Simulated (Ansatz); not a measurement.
ClH$_{3}$S$_{3}$Zr, SMILES `[SH][Zr]([SH])([SH])[Cl]`. Charge 0, multiplicity 1. Correlated methods include outer-core shells of Zr, which these sets cover unevenly. Zr: def2 effective core potential.

| atom | x (Å) | y (Å) | z (Å) |
| --- | --- | --- | --- |
| S1 | -1.854 | -0.776 | 0.893 |
| Zr2 | 0.332 | -0.446 | -0.088 |
| S3 | 0.209 | 1.467 | -1.574 |
| S4 | 1.770 | 0.088 | 1.780 |
| Cl5 | 1.055 | -2.339 | -1.238 |
| H6 | -2.308 | -1.263 | -0.282 |
| H7 | -0.910 | 1.873 | -0.940 |
| H8 | 1.706 | 1.394 | 1.450 |

Give the diagnostics of a CCSD(T)/def2-TZVPP run (frozen core, Ansatz). (Best estimate.)

Computed: T1 = 0.0180, largest single amplitude 0.033, largest double 0.018, (T) share of the correlation energy 5.0 %, 10 CCSD cycles. The RHF solution is stable towards an unrestricted one. T1 lies under the customary mark of 0.02 for closed shells.
